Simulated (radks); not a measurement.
Values are calculated unless marked as measured or tabulated.
The zinc ion Zn2+, 28 electrons, occupied as [Ne] 3s2 3p5 3d10 4s1 (not the ground configuration). Level of theory: scalar-relativistic Kohn-Sham, SCAN, spin-unpolarised, spherical densities, finite nucleus; meta-GGA in the generalised Kohn-Sham scheme; Fermi nuclear charge, rms radius 3.9283 fm (a radial shooting solver on a logarithmic mesh with Libxc functionals).

Normalised radial functions P(r) = r R(r), r in bohr:

```
   r/bohr * 1s, o 3d (the largest magnitude, 4, reaches the edge; | marks zero, & curves that meet)
 0.002187 o         *
 0.003263 o             *
 0.004829 o                   *
 0.007205 o                          *
  0.01066 o                                   *
  0.01591 o                                            *
  0.02354 o                                                   *
  0.03512 o                                                      *
  0.05197 o                                                *
  0.07754 |o                                *
   0.1147 | o              *
   0.1712 |    &
   0.2533 |*       o
   0.3779 *            o
   0.5593 *              o
   0.8344 *            o
    1.235 *        o
    1.842 *   o
    2.726 *o
    4.067 &
    6.019 &
```

1s: eigenvalue -9589.8 eV, 0 radial nodes, <r> = 0.0503 bohr, 90 % of the charge inside 0.0899 bohr. 3d: eigenvalue -39.213 eV, 0 radial nodes, <r> = 0.825 bohr, 90 % of the charge inside 1.41 bohr.
